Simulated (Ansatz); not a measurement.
Reaction (atomization): `C[Si](O)[SiH3]`• → C• + 7 H• + O• + 2 Si•

Program: Ansatz. Geometries: PBE0-D4/def2-TZVP. ΔE: electronic, gas phase. CCSD(T)/CBS adds triple-zeta CCSD(T) − MP2 to the extrapolated MP2 energy (def2 sets, frozen cores). This one scheme is used for every species, atoms too. For atomizations the MP2-based limit and the directly extrapolated one differ by several kJ/mol either way, and by 10 to 25 for some Ge, Se and Sn compounds, so smaller differences from it don't rank the levels. Functionals use def2-TZVPP. HSE06 is defined as in plane-wave codes. Open shells (•) are unrestricted, without spin–orbit coupling. Spin–orbit coupling would lower the free atoms: a little for C, O, Si. One conformer a species, not always the lowest.

`C[Si](O)[SiH3]`•:

```xyz
11

C     0.548   -0.641   -1.503
Si    0.394    0.680   -0.175
O    -0.747    1.811   -0.599
Si   -0.220   -0.161    1.920
H     0.917   -0.223   -2.443
H    -0.421   -1.115   -1.692
H     1.252   -1.414   -1.184
H    -0.747    2.116   -1.508
H    -1.535   -0.866    1.928
H     0.830   -1.130    2.342
H    -0.272    0.944    2.913
```

```
           level  ΔE (kJ/mol)  difference from CCSD(T)/CBS
         BLYP-D4       3671.2                        -25.3
       r2SCAN-D4       3708.9                         12.4
        HSE06-D4       3675.6                        -20.9
          revPBE       3581.0                       -115.5
         r2SCAN0       3658.7                        -37.8
       CAM-B3LYP       3686.6                         -9.9
     HF/def2-SVP       2722.8                       -973.7
CCSD(T)/def2-SVP       3437.3                       -259.2
   HF/def2-QZVPP       2762.0                       -934.5
   MP2/CBS(def2)       3715.0                         18.5
     CCSD(T)/CBS       3696.5                            0
```

Largest T1 diagnostic among the species: 0.014.

From r2SCAN to r2SCAN0 (25 % exact exchange), in def2-TZVPP and without D4, ΔE moves by −44.7 kJ/mol: exact exchange takes away binding that semilocal exchange gives to molecules. At CCSD(T), def2-SVP lies −259.2 kJ/mol from the extrapolated value and def2-TZVPP −98.1 kJ/mol: correlation converges slowly with the basis, and small sets miss more of it in the bonded molecule than in its fragments. Leaving LDA and LC-ωPBE aside and taking each functional with its dispersion term where it has one, the values, not all of them listed here, spread over 98.5 kJ/mol, from BHLYP-D4 to PBE-D4. LDA lies +459.1 kJ/mol from PBE without D4, its usual overbinding.
